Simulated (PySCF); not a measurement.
**`O=CC=C=C[Se]C`, C₅H₆OSe**

Cartesian coordinates in Å; atom numbers follow the order of the lines, from 1:
```xyz
13

C     1.947    0.765   -0.043
Se    2.144   -0.883   -1.059
C     0.362   -1.549   -0.848
C    -0.488   -1.038   -0.023
C    -1.338   -0.409    0.754
C    -2.137    0.722    0.276
O    -2.016    1.273   -0.789
H     1.793    0.527    1.007
H     2.861    1.338   -0.168
H     1.097    1.316   -0.439
H     0.153   -2.401   -1.477
H    -1.494   -0.722    1.778
H    -2.888    1.064    1.014
```

Computed, not measured: PySCF, quadratic response B3LYP/def2-SVPD first hyperpolarisability, Taylor convention, gas phase. Geometry: GFN2-xTB.

The calculation is non-relativistic, which matters for the atoms heavier than Zn.

(1) Give β for the processes computed.

(2) Which lowest excitations, dipole and polarisabilities go with it?

Answers

(1) In au, Taylor convention; the vector part is βᵢ = ⅓ Σⱼ (βᵢⱼⱼ + βⱼᵢⱼ + βⱼⱼᵢ); β∥ is 3/5 of the vector part along the dipole, the dipole points from − to +:
```
                   process  λ (nm)  β vector norm     β∥  β HRS  depolarisation ratio
           static β(0;0,0)       ∞          151.7  -42.9   84.8                  2.68
second harmonic β(−2ω;ω,ω)    1907          171.9  -43.8   94.8                  2.72
         Pockels β(−ω;ω,0)    1907          157.8  -43.2      –                     –
second harmonic β(−2ω;ω,ω)    1340          199.7  -44.9  107.9                  2.80
         Pockels β(−ω;ω,0)    1340          164.7  -43.5      –                     –
```

(2) S1 2.75 eV (f = 0.001); S2 3.54 eV (f = 0.000); S3 4.66 eV (f = 0.007); dipole 2.60 D; isotropic α 98.3 au static, 98.8 au at 1907 nm, 99.3 au at 1340 nm, 100.3 au at 953.5 nm, 102.6 au at 670 nm.
